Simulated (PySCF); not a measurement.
CH4N2S.

```xyz
8

N     -0.0508    -1.1499     1.0486
C      0.0000     0.0000     0.3151
N      0.0508     1.1499     1.0486
S      0.0000     0.0000    -1.3526
H      0.2684    -1.1599     2.0117
H      0.0485    -2.0095     0.5235
H     -0.2684     1.1599     2.0117
H     -0.0485     2.0095     0.5235
```

The structure is a stationary point at B3LYP-D3(BJ)/def2-SVP. One conformer was computed; it need not be the lowest.

Level of theory: PySCF with HF/pcSseg-1. Non-relativistic, no solvent.

Q: Give the absolute GIAO shielding of each atom: isotropic value and principal components (ppm). (Estimate from the structure and the level; the computed values follow.)

A: 
| atom | σ(iso) | σ11 | σ22 | σ33 | span |
|---|---|---|---|---|---|
| N1 | 157.4 | 65.4 | 156.7 | 250.1 | 184.7 |
| C2 | -23.9 | -184.7 | -12.3 | 125.3 | 309.9 |
| N3 | 157.4 | 65.4 | 156.7 | 250.1 | 184.7 |
| S4 | 442.9 | 212.7 | 551.8 | 564.3 | 351.5 |
| H5 | 27.3 | 21.7 | 24.5 | 35.6 | 13.9 |
| H6 | 26.6 | 20.7 | 25.5 | 33.6 | 12.9 |
| H7 | 27.3 | 21.7 | 24.5 | 35.6 | 13.9 |
| H8 | 26.6 | 20.7 | 25.5 | 33.6 | 12.9 |
